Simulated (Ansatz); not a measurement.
`[Cl][Mg][Cl]` + CH₃OH → `C[O][Mg][Cl]` + HCl at 700 K and 1 bar (ligand exchange at a Mg–Cl bond).

Gas-phase electronic energies from Ansatz, PBE0-D4/def2-TZVP geometries. CCSD(T)/CBS adds triple-zeta CCSD(T) − MP2 to the extrapolated MP2 energy (def2 sets, frozen cores). This one scheme is used for every species. For Mg outer-core shells are correlated without core-valence functions, which leaves a few kJ/mol of doubt a bond. One conformer a species, not always the lowest.

```tsv
species	CCSD(T)/CBS energy (Eh)	H − E (kJ/mol)	S (J/(mol·K))
`[Cl][Mg][Cl]`	-1119.60463	44.7	322.4
CH₃OH	-115.61712	170.8	288.5
`C[O][Mg][Cl]`	-774.81100	169.0	402.5
HCl	-460.38127	38.4	211.8
```

H − E and S are ideal-gas, rigid-rotor, harmonic terms from PBE0-D4/def2-TZVP, for one conformer and one mirror image of each species. 1 Eh = 2625.50 kJ/mol, R = 8.31446 J/(mol·K).

Problem. By hand: ΔE, ΔH, ΔS and ΔG.

Solution. ΔE = (-774.81100) + (-460.38127) − (-1119.60463) − (-115.61712) = 0.02948 Eh = 77.4 kJ/mol. Δ(H − E) = 169.0 + 38.4 − 44.7 − 170.8 = -8.1, so ΔH = 69.3 kJ/mol. ΔS = 402.5 + 211.8 − 322.4 − 288.5 = 3.4 J/(mol·K). ΔG = 69.3 − 700 × (3.4)/1000 = 66.9 kJ/mol.

Problem. By hand: the equilibrium constant, and the temperature at which ΔG would vanish if ΔH and ΔS stayed fixed.

Solution. log₁₀ K = −ΔG/(RT ln 10) = -5.0. ΔG = 0 at ΔH/ΔS = 20382 K, far beyond where these terms or the molecules hold.

The number of gas molecules stays the same, so ΔS is small and ΔH decides. A doubt of 5 kJ/mol in ΔE shifts log₁₀ K by 0.4 here. Other conformers and mirror images would add mixing entropy, several J/(mol·K) or more a flexible species. These are equilibria of isolated gas molecules and say nothing of rates. Largest T1 diagnostic: 0.010 (customary marks: 0.02 for closed shells, 0.045 for open ones).
